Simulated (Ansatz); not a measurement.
Cost and result for the atomization energy of `CO[SiH](C)O` (13 atoms, 12 bonds).

Cartesian coordinates in Å:
```
C 0.134 -1.463 -1.572
O -0.523 -0.527 -0.754
Si 0.185 0.213 0.526
C -1.099 1.297 1.289
O 1.458 1.158 0.080
H -0.607 -1.952 -2.206
H 0.873 -0.976 -2.218
H 0.642 -2.235 -0.979
H 0.707 -0.848 1.440
H -1.396 2.078 0.584
H -1.987 0.720 1.554
H -0.713 1.779 2.190
H 2.327 0.757 0.064
```

The species carries charge 0 and has multiplicity 1. The structure was optimised at the PBE0-D4/def2-TZVP level. It is one conformer, not always the lowest. Program: Ansatz. All runs use 2 threads of an AMD EPYC 7R13 on a shared host and a share of an NVIDIA H100 80 GB. Times are those of one run each, without the atoms' runs, and a repeat can differ threefold. Electronic energies, without spin–orbit coupling; frozen cores. CCSD(T)/CBS adds CCSD(T) − MP2 in def2-TZVPP to the MP2 limit, and its time is that of the two runs behind it. T1 = 0.011. B3LYP takes the VWN-RPA correlation (the form of Gaussian; ORCA's B3LYP/G).

CCSD(T)/CBS is a level of theory with its own doubt, some kJ/mol a heavy atom from the limit and from the frozen cores, so smaller differences don't rank the functionals.

```tsv
level	functions	wall time
ωB97M-V/def2-TZVPP (with forces)	278	9.5 s
B2PLYP/def2-TZVPP	278	9.5 s
CCSD(T)/def2-TZVPP	278	9.6 s
B3LYP-D4/def2-TZVPP (with forces)	278	12 s
ωB97X-V/def2-TZVPP	278	12 s
MP2/def2-QZVPP	538	13 s
PBE0-D4/def2-TZVPP	278	13 s
PBE-D4/def2-TZVPP (with forces)	278	15 s
r2SCAN-D4/def2-TZVPP (with forces)	278	18 s
CCSD(T)/CBS(def2)	–	22 s
```

What atomization energy does each give, and how far from CCSD(T)/CBS? (Best estimate.)

Ansatz gave: 
| level | atomization (kcal/mol) | difference from CCSD(T)/CBS | per bond |
| --- | --- | --- | --- |
| ωB97M-V/def2-TZVPP (with forces) | 1197.5 | 0.0 | 0.0 |
| B2PLYP/def2-TZVPP | 1182.0 | -15.5 | -1.3 |
| CCSD(T)/def2-TZVPP | 1166.8 | -30.7 | -2.6 |
| B3LYP-D4/def2-TZVPP (with forces) | 1192.2 | -5.3 | -0.4 |
| ωB97X-V/def2-TZVPP | 1196.3 | -1.2 | -0.1 |
| MP2/def2-QZVPP | 1202.3 | 4.8 | 0.4 |
| PBE0-D4/def2-TZVPP | 1188.0 | -9.5 | -0.8 |
| PBE-D4/def2-TZVPP (with forces) | 1206.2 | 8.7 | 0.7 |
| r2SCAN-D4/def2-TZVPP (with forces) | 1195.3 | -2.2 | -0.2 |
| CCSD(T)/CBS(def2) | 1197.5 | 0.0 | 0.0 |

In def2-TZVPP, CCSD(T) changes the Hartree–Fock value by +285.1 kcal/mol (the triples alone add +14.6 kcal/mol) and MP2 by +302.3 kcal/mol; breaking electron pairs costs correlation energy, which Hartree–Fock lacks. From PBE to PBE0 (25 % exact exchange), in def2-TZVPP and without D4, the atomization energy moves by −17.4 kcal/mol: exact exchange takes away binding that semilocal exchange gives to molecules. The D4 term adds +9.0 kcal/mol with B3LYP and +4.7 kcal/mol with PBE0; it sums over pairs of atoms, weighted by their polarisabilities, and B3LYP, whose exchange is more repulsive, gets the larger term.
